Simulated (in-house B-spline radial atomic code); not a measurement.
A run on Cr that did not converge. Method: non-relativistic wB97X, spin-polarised, spherical fractional occupations, point nucleus; computed with an all-electron radial atomic-structure program (B-spline basis).

Command:
```bash
python run_scf.py task.json out
```
Settings:
```
Z                24
configuration    [Ar] 3d5 4f1
hamiltonian      nr
method           wb97x
spin_polarised   True
```

First and last ten iterations of the last attempt (damped for 15 steps, keeping 80 % of the old Fock matrix, then DIIS):
```
 iter        energy (Eh)    residual
    1       -1034.100851    3.37e-01
    2       -1037.633670    4.23e-01
    3       -1040.762224    2.92e-01
    4       -1042.444602    1.95e-01
    5       -1043.347308    1.27e-01
    6       -1043.814053    8.34e-02
    7       -1044.037119    6.07e-02
    8       -1044.126990    4.33e-02
    9       -1044.168972    3.03e-02
   10       -1044.188759    2.23e-02
  111       -1044.212126    1.00e-03
  112       -1044.211719    1.38e-03
  113       -1044.211800    1.46e-03
  114       -1044.211585    1.08e-03
  115       -1044.208931    9.42e-04
  116       -1044.211307    5.41e-04
  117       -1044.211653    7.85e-04
  118       -1044.211313    6.38e-04
  119       -1044.211334    5.36e-04
  120       -1044.211350    1.17e-03
 not converged after 120 iterations
```

The smallest residual met was 4.8e-04; the threshold is about 2e-07. No energy from this run should be used. Time taken, with all properties: 5.8 s on 1 thread of Intel(R) Xeon(R) 6975P-C, on a shared host.
